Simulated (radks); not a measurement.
Q: All-electron atom: Tb3+ in [Xe] 4f7 5d1 (not the ground configuration). Method: scalar-relativistic Kohn-Sham, SCAN, spin-polarised, spherical densities, finite nucleus; open shells are filled with parallel spins first (spin-orbit coupling, left out, can overturn this in heavy ions); meta-GGA in the generalised Kohn-Sham scheme; Fermi nuclear charge, rms radius 5.06 fm; computed with a radial shooting solver on a logarithmic mesh with Libxc functionals. Some entries of the table are withheld. Estimate them.

orbital  occ.  eigenvalue (eV)  <1/r> (bohr^-1)  <r> (bohr)
1s down     1        -51966.56            73.09     0.02151
1s up       1        -51966.56            73.09     0.02151
2s up       1        -8670.436            16.99     0.09145
2s down     1        -8670.263            16.99     0.09145
2p up       3        -7704.607            15.81     0.08089
2p down     3        -7704.475            15.81     0.08089
3s up       1        -1967.110            6.247      0.2391
3s down     1        -1963.519            6.257      0.2388
3p up       3        -1667.172            5.856      0.2381
3p down     3        -1663.465            5.866      0.2377
3d up       5        -1276.161            5.547      0.2169
3d down     5        -1273.131            5.556      0.2164
4s up       1        -429.6795            2.633      0.5397
4s down     1        -421.5032            2.628      0.5403
4p up       3        -330.0548            2.422      0.5707
4p down     3        -321.8923            2.417      0.5717
4d up       5        -193.0244              (1)      0.6176
4d down     5        -184.7243              (2)      0.6201
5s up       1         -82.6161            1.045       1.270
5s down     1         -79.6176            1.018       1.298
5p up       3         -57.4886           0.8948       1.462
5p down     3         -54.9590           0.8757       1.486
4f up       7         -44.2007            1.640      0.7774
5d up       1         -27.2995              (3)       2.015

A: 
(1) 4d up <1/r> (bohr^-1): 2.143
(2) 4d down <1/r> (bohr^-1): 2.134
(3) 5d up <1/r> (bohr^-1): 0.6339
